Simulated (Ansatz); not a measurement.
Molecule: CH$_{3}$AlCl$_{2}$O, charge 0, multiplicity 1. SMILES: C[O][Al]([Cl])[Cl]
Coordinates optimised at B3LYP-D3(BJ)/def2-TZVP (Ansatz, a first-principles code):
```
O
C 1 1.4127
H 2 1.0922 1 109.44
H 2 1.0922 3 108.47 1 -119.34
H 2 1.0938 3 108.66 4 -117.96
Al 1 1.6675 2 135.82 3 120.63
Cl 6 2.0787 1 119.19 2 -180.00
Cl 6 2.0886 1 120.69 2 0.00
```

Computed values are from Ansatz. Valence correlation only, unless marked. UHF or UKS for open shells. No spin-orbit coupling. No relativistic terms. CBS marks a two-point X^-3 extrapolation of the correlation energy; Hartree-Fock from the larger set. [CCSD(T)-MP2]/basis is that difference in the basis named.

- atomisation energy De = 2988.8 kJ/mol at CCSD(T)/CBS(aug-cc-pV(T+d)Z,aug-cc-pV(Q+d)Z)
- vertical ionisation energy (to the doublet) = 11.41 eV at RI-MP2/CBS(aug-cc-pV(T+d)Z,aug-cc-pV(Q+d)Z)+[CCSD(T)-MP2]/aug-cc-pV(T+d)Z
- total energy = -1276.7795 Eh at CCSD(T)/CBS(aug-cc-pV(T+d)Z,aug-cc-pV(Q+d)Z)
- dipole moment = 1.81 D at CCSD(T)/aug-cc-pV(D+d)Z
- T1 diagnostic = 0.010 at CCSD/aug-cc-pV(Q+d)Z
